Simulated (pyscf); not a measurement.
**Hydrogen shift: •H₂C–SiH(CH₃)–Cl → H₃C–Si•(CH₃)–Cl**

Gas phase, doublet surface, charge 0. Bonds broken: Si2–H4. Bonds formed: C1–H4. Single points on ωB97X-D3(BJ)/def2-SVP structures (PySCF, gas phase).

Transition state (Å):

```xyz
10

C      0.9814    -0.6955    -0.4322
Si    -0.1020     0.7622    -0.4550
C      0.7586     2.4162    -0.4916
H      0.0653    -0.2927    -1.6407
H      2.0328    -0.6473    -0.7413
H      0.5863    -1.6907    -0.2022
H      0.0555     3.2324    -0.7132
H      1.5468     2.4076    -1.2607
H      1.2250     2.6095     0.4886
Cl    -1.6674     0.7340     0.9069
```

One imaginary mode, 1839i cm⁻¹; descent along it reached the two sides named.

| bond | change | reactant side (Å) | saddle | product side |
|---|---|---|---|---|
| Si2–H4 | breaks | 1.488 | 1.596 | 2.490 |
| C1–H4 | forms | 2.7 | 1.569 | 1.102 |

Electronic energies relative to the reactant's lowest minimum found (kJ/mol):

```tsv
level	barrier	reaction energy	reverse barrier
ωB97X-D3(BJ)/def2-TZVP	167.9	-45.6	213.4
PBE/def2-TZVP	127.0	-60.9	187.9
r²SCAN/def2-TZVP	146.1	-46.0	192.0
B3LYP-D3(BJ)/def2-TZVP	156.0	-46.6	202.7
PBE0-D3(BJ)/def2-TZVP	148.7	-53.3	202.0
M06-2X/def2-TZVP	164.8	-53.7	218.5
ωB97M-D3(BJ)/def2-TZVP	165.0	-42.3	207.3
HF/def2-TZVP	225.9	-12.8	238.7
```

With ωB97M-D3(BJ)/def2-TZVP energies and thermal terms (ideal gas, 1 atm, RRHO with modes under 100 cm⁻¹ raised to 100, one conformer, R ln 2 for chiral ones without a mode under 150 cm⁻¹), in kJ/mol:

```
T (K)    ΔH‡    ΔG‡     ΔH     ΔG
-----  -----  -----  -----  -----
298    158.9  160.8  -31.4  -30.4
600    157.1  163.5  -33.3  -28.6
900    155.2  167.0  -34.9  -25.9
1200   153.1  171.3  -36.1  -22.7
```

This is the saddle that the search found; another between the same sides may lie lower.
